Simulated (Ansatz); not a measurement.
Two isomers of C2H6ClNOSi: A = `NC(=O)[SiH2]CCl`, B = `CC(=O)N[SiH2]Cl`.

Program: Ansatz. Geometries: PBE0-D4/def2-TZVP. ΔE: electronic, gas phase. CCSD(T)/CBS adds triple-zeta CCSD(T) − MP2 to the extrapolated MP2 energy (def2 sets, frozen cores). DFT in def2-TZVPP. B3LYP here is the variant with VWN-RPA as its local correlation; programs differ in this. Each species was taken in one conformer, which may not be the lowest.

(1) Which is lower in electronic energy at CCSD(T)/CBS, and by how much? (Best estimate.)

(2) Give E(B) − E(A) in kJ/mol with MP2/def2-TZVPP, B3LYP, HF/def2-TZVPP, r2SCAN-D4, PBE0-D4, B3LYP-D4, PBE-D4. (Best estimate.)

Largest T1 diagnostic: 0.014.

## Answers

(1) Computed: B, by 231.8 kJ/mol.

(2) Ansatz gave: MP2/def2-TZVPP -238.8, B3LYP -220.9, HF/def2-TZVPP -249.5, r2SCAN-D4 -228.9, PBE0-D4 -223.6, B3LYP-D4 -222.0, PBE-D4 -209.7. None reverses the order clearly.

In def2-TZVPP, CCSD(T) changes the Hartree–Fock value by +18.3 kJ/mol (the triples alone add +3.6 kJ/mol) and MP2 by +10.7 kJ/mol. From PBE to PBE0 (25 % exact exchange), in def2-TZVPP and without D4, E(B) − E(A) moves by −14.1 kJ/mol.
